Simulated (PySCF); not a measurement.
Vertical excitations of a molecule C₄H₇FSi from PySCF 2.14.0 with TDDFT-LC-ωPBE/def2-SVPD, as energy in eV (oscillator strength): 5.06 (0.002), 6.51 (0.001), 6.91 (0.018), 7.47 (1.265), 7.78 (0.002), 8.38 (0.042), 8.39 (0.089), 8.40 (0.001), 8.56 (0.034), 8.95 (0.003). Lowest triplet (TDA): 4.10 eV. The structure is a stationary point at r2SCAN-D4/def2-SVP. One conformer was computed; it need not be the lowest.

Q: Which structure fits?
(A) C=C=C[C@@H](F)[SiH3]
(B) C[C@H]1[SiH2]C=C1F
(C) CC#CC[SiH2]F
(D) C=C=C(F)[SiH2]C

A: D, C=C=C(F)[SiH2]C
